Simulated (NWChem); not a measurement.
# AgH2OBr; SMILES [OH2]->[Ag][Br]

```xyz
5

Ag     0.0247    -0.6614     0.0000
Br    -0.0085     1.7379     0.0000
O     -0.0059    -2.8902     0.0000
H     -0.4087    -3.3108     0.7690
H     -0.4087    -3.3108    -0.7690
```
Atoms are numbered in this order, from 1.

All runs: NWChem. Coordinates come from a PBE0/def2-SVP optimisation. def2 effective core potentials on Ag; no spin-orbit coupling.

### Question
Estimate the computed values for Hartree-Fock/def2-SVP (core potentials). Quantities: highest occupied level (eV); orbital gap (eV); dipole (D).

### Answer
The highest occupied level (eV) is -9.04. The orbital gap (eV) is 10.12. The dipole (D) is 9.89.
